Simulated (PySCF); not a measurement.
H4O3SeSi.

```xyz
9

O     -1.0511     1.5892    -1.0251
Si    -0.7898     0.1669    -0.2318
O     -1.5984     0.2405     1.2001
O     -1.2982    -1.0016    -1.2881
Se     1.3334    -0.2621     0.4388
H     -1.0704     1.5310    -1.9851
H     -2.3467     0.8468     1.2071
H     -1.0619    -1.9043    -1.0530
H      1.7815    -0.5253    -0.9382
```

Geometry: PBE0-D3(BJ)/def2-SVP. Other conformers were not sampled.

These are PBE/pcSseg-1 (PySCF) values and carry that method's errors. Non-relativistic, no solvent.

Computed absolute GIAO shielding of each atom: isotropic value and principal components (ppm):
```
atom  σ(iso)     σ11     σ22     σ33   span
----  ------  ------  ------  ------  -----
O1     259.1   227.2   243.6   306.5   79.3
Si2    357.9   316.9   361.7   395.0   78.1
O3     256.8   227.1   231.8   311.5   84.4
O4     222.2   176.9   197.3   292.3  115.4
Se5   2072.8  1865.8  1944.2  2408.2  542.4
H6      29.2    21.8    24.2    41.5   19.7
H7      29.1    21.2    23.4    42.6   21.3
H8      29.2    22.3    25.7    39.5   17.1
H9      31.1    21.5    26.8    44.9   23.3
```
